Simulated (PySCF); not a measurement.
`CCC(F)=[Se]`. Method: PBE0-D3(BJ)/def2-SVP geometry optimisation, gas phase in PySCF 2.14.0.

```
atom  x, y, z in Å
C1    -1.1429    0.4019    0.0050
C2     0.0102   -0.5780    0.0338
C3     1.3800    0.0033   -0.0352
F4     2.2898   -0.9571    0.0529
Se5    1.8633    1.6782   -0.2180
H6    -1.1405    0.9894   -0.9242
H7    -2.0994   -0.1358    0.0756
H8    -1.0795    1.1125    0.8416
H9    -0.0544   -1.3009   -0.8018
H10   -0.0118   -1.2080    0.9426
```

(1) What is the longest distance between nuclei?

(2) Work out the bond lengths C1–C2, C1–H6, C1–H7, C1–H8, C2–C3, C2–H9, C2–H10 in Å.

(3) Give the dihedral angles H6–C1–C2–H10, C1–C2–C3–F4, H8–C1–C2–C3, H7–C1–C2–C3, H8–C1–C2–H9.

(4) What are the angles H6–C1–H7, C2–C1–H8, C2–C1–H7, C2–C1–H6, H9–C2–H10, C1–C2–H9?

(5) What is the repulsion energy of the bare nuclei, Σ ZA·ZB/RAB?

(6) How far are the heavy atoms from their best plane (unweighted least squares)?

(7) Where is the centre of mass (commonest isotopes), and what is the radius of gyration?

(8) How far apart are these pairs, which share no bond: C1···H9, C3···H7, C3···H10, F4···Se5, F4···H8?

(9) Write the matrix of distances between heavy atoms (Å, lower triangle).

Answers

(1) F4···H7, 4.47 Å; the next longest distance is 4.37 Å.

(2) For C1–C2 the difference vector is (1.1531, -0.9799, 0.0288) Å, of length 1.5135 Å. C1–C2 1.513; C1–H6 1.099; C1–H7 1.100; C1–H8 1.099; C2–C3 1.490; C2–H9 1.107; C2–H10 1.106 Å.

(3) H6–C1–C2–H10 -177° (antiperiplanar); C1–C2–C3–F4 177° (antiperiplanar); H8–C1–C2–C3 -59° (synclinal); H7–C1–C2–C3 -179° (antiperiplanar); H8–C1–C2–H9 180° (antiperiplanar). Dihedral signs follow IUPAC: positive where, seen along the central bond, the front bond turns clockwise onto the rear one.

(4) From the scalar product of the two bond vectors; for H6–C1–H7 it is -0.3838 Å² over 1.0994 × 1.0995 Å², cos θ = -0.3175. H6–C1–H7 108.5°; C2–C1–H8 111.1°; C2–C1–H7 110.2°; C2–C1–H6 111.1°; H9–C2–H10 104.3°; C1–C2–H9 111.3°.

(5) 329.19 Eh over 45 pairs, with full nuclear charges and distances in bohr; the largest single term is 61.59 Eh (C3 with Se5).

(6) 0.014 Å rms; C1 0.02, C2 0.02, C3 0.00, F4 0.01, Se5 0.00 Å (magnitudes).

(7) Mass 139.954 u; centre at (1.364, 0.810, -0.116) Å; Rg = √(Σ m r²/M) = 1.534 Å. As Ia + Ib + Ic = 2 Σ m r², the three principal moments sum to 658.4 u·Å².

(8) C1···H9 2.176 Å (2 bonds apart); C3···H7 3.484 Å (3 bonds apart); C3···H10 2.088 Å (2 bonds apart); F4···Se5 2.683 Å (2 bonds apart); F4···H8 4.032 Å (4 bonds apart).

(9) 
```
C1    0.000
C2    1.513  0.000
C3    2.555  1.490  0.000
F4    3.692  2.311  1.326  0.000
Se5   3.274  2.930  1.753  2.683  0.000
```

Not checked by PBE0-D3(BJ)/def2-SVP frequencies. The numbers are those of one conformer.

The run took 34 s on x86-64 server, one thread (shared host). These figures are those of the optimisation.
